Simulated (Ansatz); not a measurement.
Start from `[SiH3]/N=[CH]\[SnH3]` and change one atom or group to get `[SiH3]/N=C\S`.

Ansatz, PBE0-D4/def2-TZVP geometries, multiplicity 1. Each molecule was computed in one conformer, which needn't be the lowest.

Elements past krypton have def2 core potentials.

```tsv
property	`[SiH3]/N=[CH]\[SnH3]`
size of the dipole moment (PBE/def2-TZVPP) / D	0.45
HOMO–LUMO gap (ωB97M-V/def2-TZVPP) / eV	9.39
LUMO energy (PBE0/def2-TZVPP) / eV	-1.41
HOMO energy (PBE0/def2-TZVPP) / eV	-6.54
HOMO–LUMO gap (PBE0/def2-TZVPP) / eV	5.13
HOMO energy (PBE/def2-TZVPP) / eV	-5.37
```

What does the change do to each property? (Best estimate.)

The calculation gave: 
```csv
property,`[SiH3]/N=C\S`,shift
size of the dipole moment (PBE/def2-TZVPP) / D,0.74,0.29
HOMO–LUMO gap (ωB97M-V/def2-TZVPP) / eV,10.65,1.26
LUMO energy (PBE0/def2-TZVPP) / eV,-1.00,0.41
HOMO energy (PBE0/def2-TZVPP) / eV,-7.28,-0.74
HOMO–LUMO gap (PBE0/def2-TZVPP) / eV,6.28,1.15
HOMO energy (PBE/def2-TZVPP) / eV,-5.96,-0.59
```

With PBE0 the HOMO falls by 0.74 eV and the LUMO rises by 0.41 eV, so the gap widens by about 1.15 eV. PBE moves the HOMO by -0.59 eV and ωB97M-V by -0.81 eV. Dipoles are sizes alone; their direction can turn.
